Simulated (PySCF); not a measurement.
Si(F)(NHSiH3)2(Cl) (ClFH₈N₂Si₃), SMILES N([Si](N[SiH3])(Cl)F)[SiH3]. Atoms are numbered in the order given.

```xyz
15

F      0.4429    -0.3995    -1.6951
Si     0.0575    -0.0658    -0.1560
Cl    -0.7071     1.8479    -0.1839
N     -1.1895    -1.0367     0.4771
Si    -2.8904    -0.6482     0.6878
N      1.5427    -0.2380     0.6619
Si     3.1398    -0.2918    -0.0669
H     -0.9255    -1.9912     0.7079
H     -3.5539    -1.9270     1.0798
H     -3.5013    -0.1354    -0.5718
H     -3.1018     0.3595     1.7678
H      1.5137    -0.2016     1.6762
H      4.1180    -0.1639     1.0533
H      3.3819    -1.5808    -0.7791
H      3.3334     0.8275    -1.0332
```

Geometry optimised at PBE0-D3(BJ)/def2-SVP. One conformer was computed; it need not be the lowest.

Calculation: PBE/def2-TZVP in PySCF.

The molecule is in vacuum.

| Item | Value |
|---|---|
| total energy | -1542.32584 hartree |
| highest occupied level | -6.66 eV |
| lowest empty level | -0.98 eV |
| orbital gap | 5.68 eV |
| dipole moment | 2.72 D |
| quadrupole, principal values (traceless, Buckingham form, about the centre of nuclear charge) | -4.76, 2.16, 2.60 D·Å |
